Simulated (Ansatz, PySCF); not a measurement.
Spin states of Br4Mo (SMILES [Br][Mo]([Br])([Br])[Br]), each relaxed with B3LYP-D3(BJ)/def2-TZVP.
State 1 (charge 0, multiplicity 3):
```xyz
5

Mo    -0.0106     0.0060    -0.0115
Br     1.8417    -0.5578    -1.4156
Br     0.7611     0.3540     2.2255
Br    -1.0434     2.0065    -0.8190
Br    -1.6025    -1.7789    -0.0367
```
State 2 (charge 0, multiplicity 1):
| atom | x (Å) | y (Å) | z (Å) |
|---|---|---|---|
| Mo | -0.0086 | 0.0065 | -0.0118 |
| Br | 1.7850 | -0.6546 | -1.4390 |
| Br | 0.7153 | 0.4574 | 2.2163 |
| Br | -1.0170 | 2.0499 | -0.7182 |
| Br | -1.5286 | -1.8295 | -0.1045 |

Singlets are restricted, other states unrestricted; no spin–orbit coupling, no relativity up to Kr; see below for the cores. The largest T1 diagnostic is 0.018.

Correlated levels freeze the inner cores; with def2 sets outer-core shells near the valence are correlated too.

Programs: Ansatz (Gaussian basis) for Hartree–Fock, density functionals and correlated methods; PySCF for the dispersion terms. Values without a source in brackets are computed. In def2 rows elements past Kr take small-core potentials, without spin–orbit coupling.

```csv
level,energy of the multiplicity-1 state less that of the multiplicity-3 state (kcal/mol)
SVWN5/def2-TZVPP,18.47
PBE/def2-TZVPP,21.74
PBE-D4/def2-TZVPP,21.71
BLYP-D3(BJ)/def2-TZVPP,20.72
B97M-V/def2-TZVPP,27.09
PBE0-D3(BJ)/def2-TZVPP,[?]
CAM-B3LYP/def2-TZVPP,25.30
CAM-B3LYP-D4/def2-TZVPP,25.28
B2PLYP-D3(BJ)/def2-TZVPP,[?]
```

Q: Some entries are withheld; supply them.

A: 
- PBE0-D3(BJ)/def2-TZVPP, energy of the multiplicity-1 state less that of the multiplicity-3 state (kcal/mol): 25.83
- B2PLYP-D3(BJ)/def2-TZVPP, energy of the multiplicity-1 state less that of the multiplicity-3 state (kcal/mol): 22.35

Doubts at one or more of the structures used: a restricted determinant that unrestricted orbitals would lower (B2PLYP-D3(BJ)/def2-TZVPP).

Ansatz is a quantum-chemistry and plane-wave program.
